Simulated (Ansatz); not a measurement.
Start from `C[O][Zr]([F])([F])[Br]` and change one atom or group to get `[OH][Zr]([F])([F])[Br]`.

Ansatz, PBE0-D4/def2-TZVP geometries, multiplicity 1. Each molecule was computed in one conformer, which needn't be the lowest.

Elements past krypton have def2 core potentials. Scalar relativity is left out up to krypton.

```
                                          property  `C[O][Zr]([F])([F])[Br]`
  size of the dipole moment (B3LYP/def2-TZVPP) / D                      3.26
size of the dipole moment (ωB97M-V/def2-TZVPP) / D                      3.24
               HOMO–LUMO gap (PBE/def2-TZVPP) / eV                      5.31
           HOMO–LUMO gap (ωB97M-V/def2-TZVPP) / eV                     11.36
    zero-point energy (PBE0-D4/def2-TZVP) / kJ/mol                     122.3
                HOMO energy (PBE0/def2-TZVPP) / eV                     -8.64
```

**Question.** What does the change do to each property? (Estimate.)

**Answer.** Computed: 
```json
{"property": "size of the dipole moment (B3LYP/def2-TZVPP) / D", "`[OH][Zr]([F])([F])[Br]`": "2.82", "shift": "-0.44"}
{"property": "size of the dipole moment (ωB97M-V/def2-TZVPP) / D", "`[OH][Zr]([F])([F])[Br]`": "2.88", "shift": "-0.36"}
{"property": "HOMO–LUMO gap (PBE/def2-TZVPP) / eV", "`[OH][Zr]([F])([F])[Br]`": "5.34", "shift": "0.03"}
{"property": "HOMO–LUMO gap (ωB97M-V/def2-TZVPP) / eV", "`[OH][Zr]([F])([F])[Br]`": "11.39", "shift": "0.03"}
{"property": "zero-point energy (PBE0-D4/def2-TZVP) / kJ/mol", "`[OH][Zr]([F])([F])[Br]`": "45.5", "shift": "-76.8"}
{"property": "HOMO energy (PBE0/def2-TZVPP) / eV", "`[OH][Zr]([F])([F])[Br]`": "-8.80", "shift": "-0.16"}
```

The zero-point energy changes by -76.8 kJ/mol with -9 modes. Dipoles are sizes alone; their direction can turn.

B3LYP here is the variant with VWN-RPA as its local correlation; programs differ in this.

Spin–orbit coupling is left out; it splits and shifts lone-pair levels of the heavy atoms by tenths of an eV.
